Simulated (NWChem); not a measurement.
Molecule: silicon monosulfide (SiS, singlet); SMILES [Si]=S

Program: NWChem. Pople sets run with spherical d functions. Low-valent species are run as closed-shell singlets; no triplet was tried in these runs. Structure relaxed at the PBE0/def2-SVP level. Computed dipoles belong to the equilibrium geometry; the measured one is vibrationally averaged.

Measured dipole moment: 1.73 D (NIST CCCBDB, as tabulated in the package chemicals).

Question: Which of these levels lies farthest from the measured value, and how do the others fare: PBE/3-21G; PBE/6-31G*; PBE/def2-TZVPD; PBE/def2-QZVP; PBE/6-311++G**; PBE/STO-3G; PBE/6-31+G*; PBE/6-311G**?

Answer: PBE/STO-3G.
| level | dipole moment (D) | computed − measured |
|---|---|---|
| PBE/STO-3G | 0.94 | -0.79 |
| PBE/3-21G | 1.71 | -0.02 |
| PBE/6-31G* | 1.53 | -0.20 |
| PBE/6-31+G* | 1.64 | -0.09 |
| PBE/6-311G** | 1.75 | +0.02 |
| PBE/6-311++G** | 1.65 | -0.08 |
| PBE/def2-TZVPD | 1.56 | -0.17 |
| PBE/def2-QZVP | 1.56 | -0.17 |
